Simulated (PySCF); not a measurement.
2-chloro-3-fluoropyridine, C₅H₃ClFN.
Atom-mapped SMILES: `[F:1][c:2]1[cH:3][cH:4][cH:5][n:6][c:7]1[Cl:8]` (hydrogens: H9 on C3; H10 on C4; H11 on C5)

Structure optimised with GFN2-xTB, isolated species.

Task: List the bond lengths and angles at this level.

Result: 
```json
{"bond": "F1–C2", "length (Å)": "1.340", "order": "single"}
{"bond": "C2–C3", "length (Å)": "1.383", "order": "aromatic"}
{"bond": "C3–C4", "length (Å)": "1.388", "order": "aromatic"}
{"bond": "C4–C5", "length (Å)": "1.385", "order": "aromatic"}
{"bond": "C5–N6", "length (Å)": "1.322", "order": "aromatic"}
{"bond": "N6–C7", "length (Å)": "1.315", "order": "aromatic"}
{"bond": "C7–Cl8", "length (Å)": "1.716", "order": "single"}
{"bond": "C2–C7", "length (Å)": "1.397", "order": "aromatic"}
{"bond": "C3–H9", "length (Å)": "1.079", "order": "single"}
{"bond": "C4–H10", "length (Å)": "1.078", "order": "single"}
{"bond": "C5–H11", "length (Å)": "1.080", "order": "single"}
```

Orders are formal, as drawn. A selection of angles:
```json
{"angle": "F1–C2–C3", "degrees": "120.0"}
{"angle": "F1–C2–C7", "degrees": "120.9"}
{"angle": "C3–C2–C7", "degrees": "119.2"}
{"angle": "C2–C3–C4", "degrees": "118.2"}
{"angle": "C2–C3–H9", "degrees": "119.6"}
{"angle": "C4–C3–H9", "degrees": "122.2"}
{"angle": "C3–C4–C5", "degrees": "118.3"}
{"angle": "C3–C4–H10", "degrees": "120.7"}
{"angle": "C5–C4–H10", "degrees": "121.0"}
{"angle": "C4–C5–N6", "degrees": "123.2"}
{"angle": "C4–C5–H11", "degrees": "121.7"}
{"angle": "N6–C5–H11", "degrees": "115.1"}
{"angle": "C5–N6–C7", "degrees": "119.1"}
{"angle": "N6–C7–Cl8", "degrees": "117.3"}
{"angle": "C2–C7–N6", "degrees": "122.0"}
{"angle": "C2–C7–Cl8", "degrees": "120.7"}
```

The 6-membered ring C2–C3–C4–C5–N6–C7 has internal angles of 118.2° to 123.2°; it is planar, 0.00 Å rms from its mean plane, widest ring torsion 0°. The 8 heavy atoms lie in one plane (0.001 Å rms).

Point group: Cs (tolerance 0.08 Å). GFN2-xTB frequencies: not computed here.
